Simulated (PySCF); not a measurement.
C3Si, SMILES [C]1[c+]2[si-2][c+]21 (connectivity only; charge and spin as stated), neutral, multiplicity 1. Atoms are numbered in the order given.

```xyz
4

Si     0.0000     0.0000    -1.1790
C      0.0000    -0.7362     0.5065
C      0.0000     0.7362     0.5065
C      0.0000     0.0000     1.7381
```
Charge 0, spin multiplicity 1.

The structure is a stationary point at r2SCAN-D4/def2-TZVP.

Two levels are set side by side: PBE/pcSseg-2 (PySCF) and PBE0/pcSseg-2 (PySCF). GIAO shifts against TMS (²⁹Si), TMS (¹³C) at the same level; non-relativistic, no solvent, atoms listed together averaged. Differences are taken from unrounded values.

```tsv
quantity	PBE
δ(²⁹Si) of Si1 (ppm)	96.2
δ(¹³C) of C2, C3 (ppm)	314.6
δ(¹³C) of C4 (ppm)	493.9
```

Problem. These are the PBE values. What does PBE0 give? (The exact figures need the calculation; the answer reports its results.)

Solution. 
| quantity | PBE0 | PBE minus PBE0 |
|---|---|---|
| δ(²⁹Si) of Si1 (ppm) | 127.0 | -30.7 |
| δ(¹³C) of C2, C3 (ppm) | 319.8 | -5.2 |
| δ(¹³C) of C4 (ppm) | 450.0 | 43.9 |

Rough cost on one machine, each run with all the roots and properties that it gave: PBE0 against PBE within a factor of 2.
